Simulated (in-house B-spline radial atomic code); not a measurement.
A run on Sc- that did not converge. Method: scalar-relativistic (X2C) TPSSh, spin-polarised, spherical fractional occupations, exact exchange averaged over the configuration, Fermi nucleus of rms radius 3.5459 fm; computed with a B-spline radial code for spherical atoms.

Command:
```bash
python run_scf.py task.json out
```
Settings (nuclear radius in fm, mass in u):
```
Z                21
configuration    [Ar] 3d2 4s2
hamiltonian      x2c
method           tpssh
spin_polarised   True
nucleus          fermi
rms_radius       3.5459
atomic_mass      44.95591
speed_of_light   137.035999084
exact_exchange   averaged over the configuration
```

First and last ten iterations of the last attempt (damped for 15 steps, keeping 80 % of the old Fock matrix, then DIIS):
```
 iter        energy (Eh)    residual
    1        -763.302996    5.07e-02
    2        -763.368626    9.91e-02
    3        -763.751779    7.21e-02
    4        -763.965661    5.10e-02
    5        -764.080997    3.57e-02
    6        -764.140236    2.73e-02
    7        -764.168874    1.93e-02
    8        -764.182502    1.27e-02
    9        -763.780527    4.33e-02
   10        -764.096091    2.49e-02
  111        -763.719760    1.01e-01
  112        -763.683474    1.41e-01
  113        -761.891673    2.15e-01
  114        -751.145341    4.06e-01
  115        -763.408884    1.09e-01
  116        -763.828075    7.60e-02
  117        -744.201096    7.21e-01
  118        -744.215811    7.00e-01
  119        -750.486084    6.38e-01
  120        -744.440858    6.39e-01
 not converged after 120 iterations
```

The smallest residual met was 1.1e-02; the threshold is about 2e-07. No energy from this run should be used. Cost of the run: 8.1 s on 1 thread of Arm Neoverse N1, with other jobs on the host.
